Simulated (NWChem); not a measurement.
HfO₂; SMILES [O]=[Hf]=[O]

```xyz
3

Hf     0.0000     0.0000     0.2455
O      1.4319     0.0000    -0.8426
O     -1.4319     0.0000    -0.8426
```
Atoms are numbered in this order, from 1.

Level: PBE-D3(BJ)/def2-SVP with def2 effective core potentials on Hf (NWChem), optimised geometry, unscaled harmonic frequencies. def2 effective core potentials on Hf; no spin-orbit coupling.

| frequency (cm⁻¹) | IR intensity (km/mol) |
|---|---|
| 298 | 5.0 |
| 803 | 151.2 |
| 879 | 17.3 |

```yaml
zero_point_energy: 2.8 kcal/mol
thermal correction to the enthalpy at 298.15 K (with zero-point energy): 5.5 kcal/mol
heat capacity Cv: 8.8 cal/(mol K)
entropy at 298.15 K and 1 atm (symmetry number 2): 66.1 cal/(mol K)
```

Rigid rotor and harmonic oscillator.
